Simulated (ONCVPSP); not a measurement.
# Al: ONCV pseudisation with PBE, scalar-relativistic reference atom.

ONCVPSP 4.0.1 input, shortened (lines: element, Z, core and valence counts, functional; n l f; lmax; l rc ep ncon nbas qcut; lloc lpopt rc5 dvloc0; l nproj debl; icmod fcfact rcfact), PBE, scalar-relativistic:

```
  Al 13.00    3    2        4      upf
    1    0    2.00
    2    0    2.00
    2    1    6.00
    3    0    2.00
    3    1    1.00
    2
    0    1.60    0.00    4    7    3.90
    1    2.10    0.00    3    6    4.60
    2    1.90    0.28    5    8    5.20
    4    5    1.30    0.00
    0    2    0.50
    1    2    2.90
    2    2    3.90
    2    0.45    0.85
```

(1) Estimate the cutoffs (Ha) at which the residual kinetic energy of the hardest occupied pseudo-wave falls to 1 and 0.1 mHa per electron.

(2) Does the potential have ghost states?

(3) Which valence shell sets the plane-wave cutoff?

(4) Tests: 3s2 3p0; 3s1 3p0; 3s2 3p0.5; 3s1 3p1. Which has the largest error in its energy relative to the reference configuration, and how large is it?

Results:

(1) 5.6 Ha and 39 Ha. The cutoffs count occupied waves only; projector 2 of the d channel, the hardest unoccupied one, needs 64 Ha at the loose tolerance.

(2) Ghosts flagged at negative energy: s at -91.9 eV; no localised positive-energy state flagged. A true bound ghost makes a file unfit for plane-wave use.

(3) 3s: 6 Ha for 1 mHa per electron, against 2 Ha for 3p.

(4) 3s1 3p0, with +35 meV (all-electron minus pseudo) on +24.99 eV.
